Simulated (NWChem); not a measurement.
Species: RuO$_{4}$; SMILES [O]=[Ru](=[O])(=[O])=[O]

def2 effective core potentials on Ru; no spin-orbit coupling.

Question: Give the equilibrium geometry at PBE0/def2-SVP with def2 effective core potentials on Ru (NWChem) as an XYZ file, with the point group.

Answer: point group Td; any orientation.
```
5

Ru     0.0000     0.0000     0.0000
O     -1.0012     0.9738     0.9043
O      1.0198     0.9474    -0.9115
O     -0.9172    -0.9556    -1.0070
O      0.8986    -0.9656     1.0142
```
